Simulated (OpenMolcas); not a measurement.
## S2+: CASPT2 settings compared

- Program: OpenMolcas
- Basis: ANO-RCC-VQZP [6s5p3d2f1g]
- Scalar Hamiltonian: DKH3, point nucleus
- Active space: 4 electrons in 4 orbitals (3s 3p)
- State averaging: 2S+1 = 3 even, 6 roots; 2S+1 = 1 even, 6 roots kept (CI in the orbitals of an earlier block); 2S+1 = 5 odd, 1 root; 2S+1 = 3 odd, 9 roots kept (CI in the orbitals of an earlier block); 2S+1 = 1 odd, 8 roots kept (CI in the orbitals of an earlier block)
- Spin-orbit coupling: RASSI with atomic mean-field integrals over the reference wave functions, term energies averaged over their components

Methods on the same reference wave functions:
A. CASSCF
B. SS-CASPT2, IPEA 0.75 Eh, sigma1 regulariser 0.2 Eh (closed shells correlated: 2s 2p)
C. MS-CASPT2, IPEA 0.75 Eh, sigma1 regulariser 0.2 Eh (closed shells correlated: 2s 2p)
D. XMS-CASPT2, IPEA 0 Eh, sigma2 regulariser 0.3 Eh (closed shells correlated: 2s 2p)

Energies in cm⁻¹ above 3s² 3p² ³P₀, the measured ground level; measured values from NIST levels in Podobedova, Kelleher and Wiese, J. Phys. Chem. Ref. Data 38, 171 (2009).

```csv
Level,A,B,C,D,Measured
3s² 3p² ³P₀,0.0,0.0,0.0,0.0,0.0
3s² 3p² ³P₁,263,265,266,262,299
3s² 3p² ³P₂,743,740,744,742,833
3s² 3p² ¹D₂,14315,9930,9960,13070,11323
3s² 3p² ¹S₀,26000,24440,24470,28540,27161
3s 3p³ ⁵S°₂,45871,53950,53980,58810,58672
3s 3p³ ³D°₂,93944,84910,84940,84250,84047
3s 3p³ ³D°₁,93947,84910,84940,84260,84019
3s 3p³ ³D°₃,93958,84920,84950,84270,84099
3s 3p³ ³P°₀,108100,101540,101570,101890,98772
3s 3p³ ³P°₁,108106,101550,101580,101900,98766
3s 3p³ ³P°₂,108115,101550,101580,101910,98745
3s 3p³ ¹D°₂,147701,129410,129450,124350,151979
3s 3p³ ³S°₁,153336,145390,145420,138260,138067
3s 3p³ ¹P°₁,161864,144300,144330,141900,136844
```

Deviations, from unrounded energies. A percentage is the sum of absolute deviations over the sum of measured energies, with the sign that they share, or ± where signs differ.

| Against measurement | Levels | A | B | C | D |
| --- | --- | --- | --- | --- | --- |
| mean absolute deviation (cm-1) | 14 | 8500 | 4100 | 4100 | 3300 |
| fine structure of the ground term (%) | 2 | -11.1 | -11.2 | -10.8 | -11.3 |
| other terms of the ground configuration (%) | 2 | ±10.8 | -10.7 | -10.5 | +8.1 |
| other configurations (%) | 10 | ±11.1 | ±5.1 | ±5.1 | ±4.2 |

D lies closest to measurement on these levels and A furthest from it. The largest miss of D in the table is 3s 3p³ ¹D°₂, by -28000 cm-1. The ranking rests on the paired levels alone, and a cruder setting can come out closer through cancelling errors.

Among B to D the level of the table that moves most is 3s 3p³ ³S°₁, by 7200 cm-1 (lowest in D, highest in C). Moves below CASPT2's spread within the term are not significant.

The mean deviations of B to D differ by less than CASPT2's widest spread within a term (1600 cm-1), so their order carries little weight.

From A to B the spin-free energies of the other terms of 3s² 3p² shown, above ³P, scale by factors of 0.68 to 0.94.

The lowest spin-free term lies below A's lowest term by 0.100 hartree in B, 0.100 hartree in C, 0.131 hartree in D.

Term energies are means over components that CASPT2 splits; among the terms shown or strongly mixed into the levels shown the widest spread is 1600 cm-1 (3s 3p³ ³D°, C). Over all roots computed the reference weight is 0.92 to 0.99 in B, 0.92 to 0.99 in C, 0.84 to 0.98 in D; the roots of lowest weight are the least certain, and an intruder state may touch them. Terms from blocks run as CI alone lack orbitals of their own. Terms of s pⁿ other than that of highest spin mix with s² pⁿ⁻² d, which this space lacks; all of them can be thousands of cm-1 off, and some have no real level of that name. Some terms miss by over 15 % even with CASPT2, which points to a basis or an active space too small for the shells correlated (holds for D). Measured partners are found by configuration, term and J. A level has none where our copy of the source lacks it or the pairing is in doubt (some pairs that miss far off the trend of their configuration count as doubtful), and it then counts in no deviation. Only configurations of the active space appear. Levels that lie high or do not pair safely by name in every column are left out.

° marks odd parity.
